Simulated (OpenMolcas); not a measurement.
Kr2+: effect of the active space

- Program: OpenMolcas 26.06
- Method: CASSCF or its RAS form
- Basis: ANO-RCC-VQZP
- Scalar Hamiltonian: DKH2, point nucleus
- Spin-orbit coupling: state interaction with AMFI integrals over the reference wave functions, term energies averaged over their components

A. 4 electrons in 3 orbitals (4p); 2S+1 = 3 even, 3 roots; 2S+1 = 1 even, 6 roots; cost roughly 1.8 core-seconds
B. 6 electrons in 4 orbitals (4s 4p); 2S+1 = 3 even, 3 roots; 2S+1 = 1 even, 6 roots; 2S+1 = 3 odd, 3 roots; 2S+1 = 1 odd, 3 roots; cost of the order of 7 core-seconds
C. 6 electrons in 8 orbitals (4s 4p 5s 5p); 2S+1 = 3 even, 3 roots; 2S+1 = 1 even, 6 roots; 2S+1 = 3 odd, 3 roots; 2S+1 = 1 odd, 3 roots; cost roughly 22 core-seconds
D. 4 electrons in 9 orbitals (RAS2 4p; RAS3 4d 5s, at most 1 electron); 2S+1 = 3 even, 3 roots; 2S+1 = 1 even, 6 roots; 2S+1 = 5 odd, 6 roots; 2S+1 = 3 odd, 54 roots; 2S+1 = 1 odd, 48 roots; cost of the order of 50 core-seconds
E. 6 electrons in 9 orbitals (RAS2 4s 4p; RAS3 4d, at most 2 electrons); 2S+1 = 3 even, 3 roots; 2S+1 = 1 even, 7 roots; 2S+1 = 3 odd, 3 roots; 2S+1 = 1 odd, 3 roots; cost about 18 core-seconds

Energies in cm⁻¹ above 4s² 4p⁴ ³P₂, the measured ground level; measured values from Saloman, J. Phys. Chem. Ref. Data 36, 215 (2007).

```tsv
Level	A	B	C	D	E	Measured
4s² 4p⁴ ³P₂	0.0	0.0	0.0	0.0	0.0	0.0
4s² 4p⁴ ³P₁	4117	4117	4057	4117	4031	4548
4s² 4p⁴ ³P₀	5136	4922	4802	5136	4938	5313
4s² 4p⁴ ¹D₂	17088	17087	16903	17088	16586	14644
4s² 4p⁴ ¹S₀	39024	31577	31014	39024	34359	33080
```

Deviations, from unrounded energies. A percentage is the sum of absolute deviations over the sum of measured energies, with the sign that they share, or ± where signs differ.

```
                        Against measurement  Levels      A     B      C      D     E
             mean absolute deviation (cm-1)       4   2200  1200   1300   2200  1000
      fine structure of the ground term (%)       2   -6.2  -8.3  -10.2   -6.2  -9.0
other terms of the ground configuration (%)       2  +17.6  ±8.3   ±9.1  +17.6  +6.7
```

E lies closest to measurement on these levels and A furthest from it. The largest miss of E in the table is 4s² 4p⁴ ¹D₂, by +1900 cm-1. The ranking rests on the paired levels alone, and a cruder setting can come out closer through cancelling errors.

Among A to E the level of the table that moves most is 4s² 4p⁴ ¹S₀, by 8000 cm-1 (lowest in C, highest in A).

With the s shell closed, the reference lacks s² → p² mixing (holds for A; D). Active for correlation alone: 5p 5s; no level in the range computed is led by a configuration that fills them, so any true level of that kind is missing (holds for C). The run also gave levels led by 4s² 4p³ 4d, which use shells meant for correlation; these and all levels above them are left out (holds for E). Computed and measured levels are paired by configuration, term and J; levels that our copy of the source lacks, or whose pairing is in doubt (as where it misses far off the trend of its configuration), stay unpaired and out of the deviations. Only configurations of the active space appear. The table leaves out levels that lie high or whose names do not pair safely across all columns.
